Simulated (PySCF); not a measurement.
Dipole moment and polarisability of `C[S@@](=O)CCC(F)(F)F`

Compound: C₄H₇F₃OS.
SMILES with atom numbers: `[CH3:1][S@@:2](=[O:3])[CH2:4][CH2:5][C:6]([F:7])([F:8])[F:9]` (hydrogens: H10, H11, H12 on C1; H13, H14 on C4; H15, H16 on C5)

Cartesian coordinates in Å at the PBE0-D3(BJ)/def2-SVP level; atoms count from 1:
```
atom  x, y, z in Å
C1     2.3662    1.3195    0.7272
S2     1.7370   -0.2585    0.0967
O3     1.7895   -1.2301    1.2411
C4    -0.0166    0.2573   -0.0286
C5    -0.8657   -0.9898   -0.1498
C6    -2.3401   -0.6861   -0.1384
F7    -2.7068   -0.0574    0.9850
F8    -3.0631   -1.8021   -0.2311
F9    -2.6877    0.1047   -1.1630
H10    3.4360    1.1670    0.9229
H11    1.8442    1.5530    1.6660
H12    2.2270    2.1127   -0.0214
H13   -0.1211    0.9247   -0.8984
H14   -0.2705    0.8089    0.8899
H15   -0.6496   -1.5381   -1.0797
H16   -0.6418   -1.6614    0.6931
```

Level: PBE0/def2-SVPD (PySCF), static field, nuclei fixed, core orbitals frozen in the response. The polarisability tensor in these axes (au):

```
x   88.15  6.61  5.66
y    6.61 77.20 -0.35
z    5.66 -0.35 67.79
```

Q: Give the principal values, the mean and the anisotropy Δα = √{½[(α1 − α2)² + (α2 − α3)² + (α1 − α3)²]}.

A: Principal values 65.90, 74.95 and 92.28 au; mean 77.71 au = 11.52 Å³ = 12.81 × 10⁻⁴⁰ C²·m²/J; Δα = 23.21 au (30 % of the mean).

Q: What is the dipole moment, and where does it point?

A: (1.36, 3.20, -1.57) D, 3.82 D in size, pointing from the negative to the positive side. Measured along this direction, the outermost atoms are F8 at the negative end and H12 at the positive end.

Q: Sum over states: ᾱ = Σ f/ω², ω in Eh. What share falls to these 6 lowest TDDFT singlets (eV, f)? 5.96, 0.0090; 5.96, 0.0614; 6.31, 0.0130; 6.85, 0.0890; 6.97, 0.0020; 7.06, 0.0095.

A: They add up to 3.28 au, 4.2 % of the 77.71 au; the largest single term is 1.40 au, from the state at 6.85 eV. Terms in order: 0.19, 1.28, 0.24, 1.40, 0.03, 0.14 au. Higher excitations give the rest. The strengths listed sum to 0.184.

Q: Molar refractivity from α?

A: Lorentz–Lorenz: R = (4π/3)N_A α = 2.5225 cm³/(mol·Å³) × 11.52 Å³ = 29.0 cm³/mol, in the limit of long wavelengths.

Q: Find the Langevin capture rate constant for H3+ (3.023 u) meeting this molecule (160.017 u), k = 2.342 × 10⁻⁹ cm³/s × √(α in Å³ / reduced mass in u).

A: The reduced mass is 2.97 u, so k = 4.61 × 10⁻⁹ cm³/s. The formula leaves out the permanent dipole, which adds to the capture rate.

Q: What would n − 1 = 2πNα be for an ideal gas of these molecules at 500 K and 1 atm, electronic part alone?

A: N = p/kT = 1.4678 × 10¹⁹ cm⁻³, so n − 1 = 2π × N × 11.52 × 10⁻²⁴ cm³ = 1062 × 10⁻⁶ at long wavelengths.

One conformer (not necessarily the lowest) at the PBE0-D3(BJ)/def2-SVP geometry, without solvent, vibrations or thermal averaging.
